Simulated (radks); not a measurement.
The nuclear charge of the arsenic ion As2+ is varied continuously with 31 electrons held in [Ar] 3d10 4s2 4p1. Method: scalar-relativistic Kohn-Sham, PBE, spin-unpolarised, spherical densities, finite nucleus; Fermi nuclear charge, rms radius 4.0968 fm; computed with a radial shooting solver on a logarithmic mesh with Libxc functionals. By the Hellmann-Feynman theorem dE/dZ = E(electron-nucleus)/Z, the electronic potential at the nucleus (averaged over a nucleus of fixed radius). The scalar-relativistic energy here is not variational (the density holds large components alone), so the two differ by a part that grows with Z.

Z = 32: E (hartree) -2098.54668; E(electron-nucleus)/Z (hartree) -157.738; HOMO 4p; e(HOMO) (eV) -11.242; <r> HOMO (bohr) 2.555
Z = 32.25: E (hartree) -2138.23844; E(electron-nucleus)/Z (hartree) -159.389; HOMO 4p; e(HOMO) (eV) -13.865; <r> HOMO (bohr) 2.431
Z = 32.5: E (hartree) -2178.34417; E(electron-nucleus)/Z (hartree) -161.039; HOMO 4p; e(HOMO) (eV) -16.648; <r> HOMO (bohr) 2.324
Z = 32.75: E (hartree) -2218.86368; E(electron-nucleus)/Z (hartree) -162.688; HOMO 4p; e(HOMO) (eV) -19.584; <r> HOMO (bohr) 2.230
Z = 33: E (hartree) -2259.79684; E(electron-nucleus)/Z (hartree) -164.336; HOMO 4p; e(HOMO) (eV) -22.669; <r> HOMO (bohr) 2.146
Z = 33.25: E (hartree) -2301.14360; E(electron-nucleus)/Z (hartree) -165.984; HOMO 4p; e(HOMO) (eV) -25.898; <r> HOMO (bohr) 2.071
Z = 33.5: E (hartree) -2342.90394; E(electron-nucleus)/Z (hartree) -167.632; HOMO 4p; e(HOMO) (eV) -29.267; <r> HOMO (bohr) 2.003
Z = 33.75: E (hartree) -2385.07787; E(electron-nucleus)/Z (hartree) -169.280; HOMO 4p; e(HOMO) (eV) -32.773; <r> HOMO (bohr) 1.940
Z = 34: E (hartree) -2427.66548; E(electron-nucleus)/Z (hartree) -170.929; HOMO 4p; e(HOMO) (eV) -36.415; <r> HOMO (bohr) 1.883

The central difference of E at Z = 33 is -164.560 hartree, to compare with the third column; the second derivative is -6.62 hartree.
